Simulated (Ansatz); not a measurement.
C$_{2}$H$_{5}$BrGe (`C=[C]([GeH3])Br`). Charge 0, multiplicity 1. Geometry: relaxed with PBE0-D4/def2-TZVP.

```xyz
9

C    -0.251   -0.754   -1.386
C    -0.052   -0.668   -0.081
Ge    0.195    0.990    0.909
Br    0.009   -2.247    0.976
H    -0.384   -1.700   -1.900
H    -0.285    0.151   -1.985
H     1.566    0.966    1.596
H    -0.910    1.113    1.967
H     0.113    2.150   -0.096
```

What is the dipole moment at ωB97M-V/def2-TZVPP? (Estimate.)

Computed: 1.48 D, with components (-0.08, 1.10, -0.99) D in this frame, pointing from negative to positive charge.

And with PBE, r2SCAN, B3LYP? (An estimate is asked.)

Ansatz gave: PBE 1.31 D, r2SCAN 1.45 D, B3LYP 1.42 D.

Give the Mulliken charges with ωB97M-V, B3LYP, r2SCAN in def2-TZVPP. (An estimate is asked.)

Computed: 
```csv
atom,ωB97M-V,B3LYP,r2SCAN
C1,-0.17,-0.20,-0.14
C2,-0.16,-0.09,-0.10
Ge3,0.08,0.13,0.15
Br4,-0.06,-0.08,-0.09
H5,0.12,0.12,0.10
H6,0.10,0.11,0.09
H7,0.03,0.01,0.00
H8,0.03,0.01,0.00
H9,0.02,-0.01,-0.01
```

B3LYP here is the variant with VWN-RPA as its local correlation; programs differ in this.
